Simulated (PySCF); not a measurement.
# F⁻ (fluorine, charge -1) across methods

[Ne], closed-shell 1S. Calculation: PySCF 2.14, in aug-cc-pwCVTZ (7s6p4d2f, 59 functions); no relativity, point nucleus.

```
 method  E (hartree)  mean ε 1s (eV)  mean ε 2s (eV)  mean ε 2p (eV)  Σ⟨r²⟩ (bohr²)   ⟨S²⟩
    UHF    -99.45087         -702.95         -29.281          -4.926          15.99  0.000
    LDA     -99.2573         -643.97         -16.454           1.364          18.06  0.000
 r2SCAN     -99.8464         -654.35         -18.058           1.333          17.40  0.000
  HSE06     -99.8017         -661.58         -19.476           0.280          17.28  0.000
r2SCAN0     -99.8286         -666.47         -20.906          -0.356          16.91  0.000
   PBE0     -99.7917         -661.97         -19.929          -0.130          17.28  0.000
    PBE     -99.8009         -648.37         -16.663           1.570          18.08  0.000
r2SCANh     -99.8391         -659.19         -19.191           0.664          17.20  0.000
```

(1) Estimate the same row for CAM-B3LYP.

The highest occupied level is positive at LDA, r2SCAN, HSE06, PBE, r2SCANh: only the finite basis holds that electron, which in a density functional comes from self-interaction.

Results:

(1) E (hartree) = -99.8738; mean ε 1s (eV) = -661.72; mean ε 2s (eV) = -21.389; mean ε 2p (eV) = -1.808; Σ⟨r²⟩ (bohr²) = 17.49; ⟨S²⟩ = 0.000.
